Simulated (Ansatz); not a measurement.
Total energies of CH4AlFO2 (`C[O][Al]([OH])[F]`).

```xyz
9

C    -0.382   -0.210    1.548
O    -0.491    0.633    0.435
Al    0.047    0.580   -1.143
O     0.950   -0.729   -1.699
F    -0.325    1.830   -2.140
H    -1.379   -0.505    1.889
H     0.112    0.320    2.369
H     0.191   -1.118    1.332
H     1.278   -0.802   -2.593
```

Charge 0, multiplicity 1. The structure was optimised at the PBE0-D4/def2-TZVP level. It is one conformer, not always the lowest. Basis def2-TZVPP, the Gaussian-basis code of Ansatz.

RPA on PBE orbitals: Hartree–Fock energy of these orbitals -531.54969 Eh, correlation -1.50633 Eh (frozen core).

```
functional                                       kind  energy without D4 (Eh)  D4 term (kJ/mol)
   ωB97M-V  range-separated hybrid meta-GGA with VV10              -533.45097                 –
  PBE-QIDH                              double hybrid              -533.01290                 –
```

(1) Give the same for LDA (SPW92), PBE, revPBE, BLYP, r2SCAN, B97M-V, PBE0, B3LYP, r2SCANh, r2SCAN0, HSE06 (plane-wave form), BHLYP, CAM-B3LYP, LC-ωPBE, ωB97X-V, B2PLYP. (Best estimate.)

B3LYP takes the VWN-RPA correlation (the form of Gaussian; ORCA's B3LYP/G). HSE06 is the plane-wave form, built on full-range PBE exchange. The double hybrids freeze the cores in their second-order part.

## Answers

(1) Computed: 
```
             functional                                  kind  energy without D4 (Eh)  D4 term (kJ/mol)
            LDA (SPW92)                                   LDA              -530.41346                 –
                    PBE                                   GGA              -533.10292             -13.9
                 revPBE                                   GGA              -533.39438             -42.9
                   BLYP                                   GGA              -533.50889             -30.7
                 r2SCAN                              meta-GGA              -533.38975              -3.5
                 B97M-V                    meta-GGA with VV10              -533.41036                 –
                   PBE0    global hybrid, 25 % exact exchange              -533.13102             -11.8
                  B3LYP                   global hybrid, 20 %              -533.58238             -22.4
                r2SCANh                 meta-GGA hybrid, 10 %              -533.37133              -3.7
                r2SCAN0                 meta-GGA hybrid, 25 %              -533.34488              -4.0
HSE06 (plane-wave form)                       screened hybrid              -533.11188             -11.0
                  BHLYP                   global hybrid, 50 %              -533.42637             -17.0
              CAM-B3LYP                range-separated hybrid              -533.47504             -11.9
                LC-ωPBE           long-range corrected hybrid              -533.30538                 –
                ωB97X-V  range-separated hybrid GGA with VV10              -533.41533                 –
                 B2PLYP                         double hybrid              -533.26009                 –
```

LC-ωPBE has ω = 0.4 bohr⁻¹.
